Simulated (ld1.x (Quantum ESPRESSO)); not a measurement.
## lead: one change to a TM potential, before and after

lead (Pb), norm-conserving Troullier–Martins (Kleinman–Bylander form), made with ld1.x (Quantum ESPRESSO) 7.5 (PBE, scalar-relativistic). Core [Xe] 4f14 5d10, reference 6s2 6p1 (charge +1). Waves: 6s (bound): rc 1.45 bohr; 6p (bound): rc 2.00 bohr; 6d channel at 0.05 Ry: rc 2.20 bohr. Local part: all-electron potential smoothed inside 1.10 bohr (lloc = -1). Core correction: a·sin(br)/r model core inside 0.95 bohr.

All-electron outer shells of the reference configuration (PBE, scalar-relativistic, ld1.x):

```tsv
shell	level (eV)	outermost node (bohr)	outermost maximum (bohr)
6s	-19.23	1.01	1.95
6p	-9.86	1.18	2.50
```

Change: wave 6s (bound): rc 1.45 bohr becomes 6s (bound): rc 1.50 bohr.

Cutoffs: the cutoffs (Ry, on a coarse ladder) from which the occupation-weighted sum of valence levels, in a spherical-Bessel basis at the reference potential, stays within 10 and 1 mRy of its value at 400 Ry; they do not see the model core or the augmentation charge, which bear on the density cutoff. Errors are all-electron minus pseudo energies relative to the spin-unpolarised reference configuration.

**Question.** Predict the effect on cutoff, ghosts and configuration errors.

**Answer.** The potential gets softer (90 Ry and 180 Ry → 45 Ry and 160 Ry); both files keep a bound ghost (d, p, s); of the 7 tests that both files solve, the error grows in 0 and shrinks in 1 by more than 15 % and 0.3 meV (median size 46.3 → 45.4 meV). A larger radius leaves more room for a smooth pseudo-wave, so fewer plane waves are needed.

| quantity | base | changed |
| --- | --- | --- |
| cutoff, loose | 90 Ry | 45 Ry |
| cutoff, tight | 180 Ry | 160 Ry |
| loose cutoff by channel (10 mRy a level) | s 40 Ry, p 21 Ry | s 35 Ry, p 21 Ry |
| bound ghosts | s, p, d | s, p, d |
| error for 6s2 6p2, meV [ΔE -6.58 eV] | -9.2 | -9.0 |
| error for 6s2 6p0, meV [ΔE 13.44 eV] | -46 | -45 |
| error for 6s1 6p0, meV [ΔE 45.85 eV] | -422 | -412 |
| error for 6s2 6p2.3, meV [ΔE -7.37 eV] | -13 | -12 |
| error for 6s1 6p2, meV [ΔE 9.53 eV] | -51 | -46 |
| error for 6s0 6p4, meV [ΔE 11.26 eV] | -169 | -144 |
| error for 6s1 6p3, meV [ΔE 2.16 eV] | -34 | -28 |
| s: phases at 2.40 bohr within 0.05 rad from the reference energy up to (Ry; the scan ends near 5) | -0.4 | -0.5 |
| p: phases at 2.40 bohr within 0.05 rad from the reference energy up to (Ry; the scan ends near 5) | 1.3 | 1.3 |
| d: phases at 2.40 bohr within 0.05 rad from the reference energy up to (Ry; the scan ends near 5) | 1.1 | 1.1 |

 A true bound ghost makes a file unfit for plane-wave use even where its test errors are small: the radial tests pick states by their node count and pass the ghost by.
